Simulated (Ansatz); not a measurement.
```xyz
3

N    -0.0802    0.0630   -0.2180
O    -0.0850    1.1057    0.1469
O     0.1009   -1.0537    0.1210
```

Basis set: 6-31G (spherical functions). Correlated methods keep 3 orbitals frozen. Charge 0, multiplicity 2.

Computed with Ansatz (development build ahead of 0.2.0); each method stands on the lowest determinant of its kind that the runs found.

**Question.** Give the atomization energy at this shape (free ground-state atoms in the same class of orbitals less the molecule, no zero-point energy) of doublet NO₂ by UHF-MP2, UHF.

**Answer.**

```json
{"method": "UHF-MP2", "atomization energy": "5.14 eV"}
{"method": "UHF", "atomization energy": "-1.45 eV"}
```

Caution for UHF: the molecule lies well above its atoms at this level.

This basis has no polarisation functions and is too small for such energies, which can lie far from measured ones in either direction.
